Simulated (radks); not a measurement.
Values are calculated unless marked as measured or tabulated.
Numerical settings for the tungsten ion W+, [Xe] 4f14 5d4 6s1. Level of theory: Dirac Kohn-Sham, BLYP, spin-unpolarised, spherical densities, point nucleus; open shells fill j = l - 1/2 first (a radial shooting solver on a logarithmic mesh with Libxc functionals). The defaults (mesh step 0.008 in ln r, mesh end at 40 bohr or more with all orbitals vanishing there, Anderson mixing 0.5 over 9 steps, residual threshold near 1e-9 with the energy settled to 1e-9 hartree or 1e-11 of itself, here a cap of 69 iterations) give E = -16166.5783 hartree and 5d3/2 at -11.805 eV in 15 iterations. Run on one thread of a shared host, so times are rough (Arm Neoverse V1): 0.2 s of CPU time, 0.2 s wall, 15 iterations on 2648 mesh points. Changes against that run (0 stands for a change within the tolerance of the run):

[
 {"setting": "mesh step in ln r 0.012", "iterations": "15", "converged": "yes", "E (mhartree)": "0", "e(5d3/2) (meV)": "0", "CPU (s)": "0.14"},
 {"setting": "mesh step in ln r 0.003", "iterations": "15", "converged": "yes", "E (mhartree)": "0", "e(5d3/2) (meV)": "0", "CPU (s)": "0.51"},
 {"setting": "mesh step in ln r 0.2", "iterations": "4", "converged": "no", "E (mhartree)": "diverged", "e(5d3/2) (meV)": "-", "CPU (s)": "0.01"},
 {"setting": "mesh end (bohr) 20", "iterations": "15", "converged": "yes", "E (mhartree)": "0", "e(5d3/2) (meV)": "0", "CPU (s)": "0.19"},
 {"setting": "mesh end (bohr) 2", "iterations": "15", "converged": "level above zero", "E (mhartree)": "+1.27e+04", "e(5d3/2) (meV)": "+6.18e+04", "CPU (s)": "0.41"},
 {"setting": "residual threshold 1e-05", "iterations": "12", "converged": "yes", "E (mhartree)": "0", "e(5d3/2) (meV)": "-0.17", "CPU (s)": "0.18"},
 {"setting": "residual threshold 0.01", "iterations": "9", "converged": "yes", "E (mhartree)": "+0.00223", "e(5d3/2) (meV)": "+12.7", "CPU (s)": "0.15"},
 {"setting": "mixing 2.5", "iterations": "19", "converged": "yes", "E (mhartree)": "0", "e(5d3/2) (meV)": "0", "CPU (s)": "0.25"},
 {"setting": "linear mixing, mixing 1", "iterations": "69", "converged": "no", "E (mhartree)": "+3.29e+05", "e(5d3/2) (meV)": "-9.26e+05", "CPU (s)": "3"},
 {"setting": "linear mixing, mixing 0.2", "iterations": "69", "converged": "no", "E (mhartree)": "0", "e(5d3/2) (meV)": "0", "CPU (s)": "0.6"},
 {"setting": "mixing history 3", "iterations": "18", "converged": "yes", "E (mhartree)": "0", "e(5d3/2) (meV)": "0", "CPU (s)": "0.22"},
 {"setting": "iteration cap 2", "iterations": "2", "converged": "no", "E (mhartree)": "+2.19e+03", "e(5d3/2) (meV)": "-1.55e+04", "CPU (s)": "0.04"}
]

Settled on a wrong energy, with an occupied level pushed above zero by the early mesh end: mesh end (bohr) 2 (+12.7 hartree). Apart from these: no run marked as converged misses the energy by more than 1 mhartree. A mesh that ends early acts as a hard wall.
